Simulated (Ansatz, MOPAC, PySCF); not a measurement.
Complex: NH3 (SMILES N) (first 4 atoms) with C2H6O (SMILES CCO); geometry from B3LYP-D3(BJ)/def2-TZVP, rigid monomers moved along the line of their centres of mass till N1···H13 is 1.77 Å.
(charge 0, multiplicity 1):
```csv
atom,x (Å),y (Å),z (Å)
N,0.0276,-0.0664,0.4609
H,-0.9204,-0.3453,0.2349
H,0.2749,0.7025,-0.1520
H,0.6387,-0.8444,0.2399
C,-0.1132,-1.2543,4.0294
C,-0.4953,0.2098,3.8528
O,0.3887,0.9098,2.9994
H,-0.7853,-1.7524,4.7336
H,0.9078,-1.3368,4.4063
H,-0.1670,-1.7875,3.0769
H,-1.5310,0.2806,3.4897
H,-0.4618,0.7207,4.8180
H,0.2823,0.5598,2.0935
```

```csv
level,interaction energy (meV),cost
PM3,-122.2,-
PM7,-182.6,-
HF/STO-3G (no counterpoise),-263.1,-
HF/3-21G (no counterpoise),-481.0,-
HF/6-31G* (no counterpoise),-223.5,-
HF/aug-cc-pVDZ,-93.2,-
BP86/6-31G* (no counterpoise),-361.9,-
r2SCAN-D4/def2-TZVPPD,-289.5,×2
B3LYP/6-31G* (no counterpoise),-356.6,-
B3LYP/6-311+G** (no counterpoise),-257.3,-
B3LYP/def2-TZVPPD,-204.2,×2
M06-2X/6-31G* (no counterpoise),-406.6,-
wB97M-V/def2-TZVPPD,-255.0,×4
CCSD(T)/aug-cc-pVDZ,-205.8,×20
```

The rows run from -481.0 (HF/3-21G (no counterpoise)) to -93.2 meV (HF/aug-cc-pVDZ).

Counterpoise-corrected where a basis set is named; no monomer relaxation. Rows marked so take none.

Cores are frozen in the correlated methods. Rows in 3-21G, 6-311+G**, 6-31G*, STO-3G carry no dispersion term and start afresh at each structure (6-31G* with six Cartesian d functions). The state reached by PM3, PM7 isn't checked; PM7 holds dispersion and hydrogen-bond terms.

Programs: Ansatz (Gaussian basis) for Hartree–Fock, density functionals and correlated methods; MOPAC for PM3, PM7 (differences of heats of formation); PySCF for 3-21G rows, 6-311+G** rows, 6-31G* rows, STO-3G rows, the dispersion terms. Values without a source in brackets are computed.

Costs are rough ratios of core time to PBE/def2-TZVPPD (about 14 s over the structures, on one shared machine); a dash marks a level with no comparable run of its own.

Ansatz is a program for electronic structure.
